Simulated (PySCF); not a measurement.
BeBrH3Si, SMILES [Be]([SiH3])[Br].

Geometry optimised at ωB97X-D3(BJ)/def2-TZVP.

All values below come from B3LYP/def2-TZVPD (PySCF).

Symmetry labels are those of the subgroup Cs that the program uses (full group C3v).

**Question.** List the valence orbital energies around the gap with their symmetry. (Estimate from the structure and the level; the computed values follow.)

**Answer.** 
```csv
orbital,symmetry,energy (eV)
HOMO−7,A',-21.25
HOMO−6,A',-14.59
HOMO−5,A',-10.56
HOMO−4,A",-9.56
HOMO−3,A',-9.56
HOMO−2,A',-8.75
HOMO−1,A",-8.75
HOMO,A',-8.05
LUMO,A",-1.50
LUMO+1,A',-1.50
LUMO+2,A',-0.58
LUMO+3,A',0.41
```
